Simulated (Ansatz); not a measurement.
The O2–H3 bond of H2O2Sn (SMILES [OH][Sn][OH]) is stretched (multiplicity 1, the rest rigid).
Geometry at rest (charge 0, multiplicity 1):
```tsv
atom	x (Å)	y (Å)	z (Å)
Sn	-0.0345	-0.0077	0.3736
O	0.5521	1.4446	-0.8426
H	0.5427	1.1769	-1.7709
O	-0.3244	-1.2738	-1.1536
H	-0.6369	-2.1588	-0.9385
```

Correlated levels freeze the cores. Filled d and f shells under p-block atoms count as core.

Run with Ansatz (Gaussian orbitals). Values without a source in brackets are computed. In def2 rows elements past Kr take small-core potentials, without spin–orbit coupling.

FIC-MRCISD+Q on CASSCF(4,3)/def2-TZVPP, total energies (hartree):

```tsv
R (Å)	CASSCF	MRCISD	weight c² of the reference
0.966	-364.386189	-364.890022	0.88958
1.691	-364.267372	-364.759243	0.88763
3.092	-364.219933	-364.699657	0.89060
```

Q: Add the Davidson correction (E_MRCISD − E_CASSCF)(1 − c²)/c² and give the energies above the first point at the three levels.

A: 
Corrections (hartree): -0.062541, -0.062268, -0.058930. Above the first point (kcal/mol):
- R = 1.691 Å: CASSCF 74.6, MRCISD 82.1, with the correction 82.2
- R = 3.092 Å: CASSCF 104.3, MRCISD 119.5, with the correction 121.7

Doubts at one or more of the structures used: active orbitals that take no part (FIC-MRCISD+Q on CASSCF(4,3)/def2-TZVPP).

Ansatz is a first-principles code.
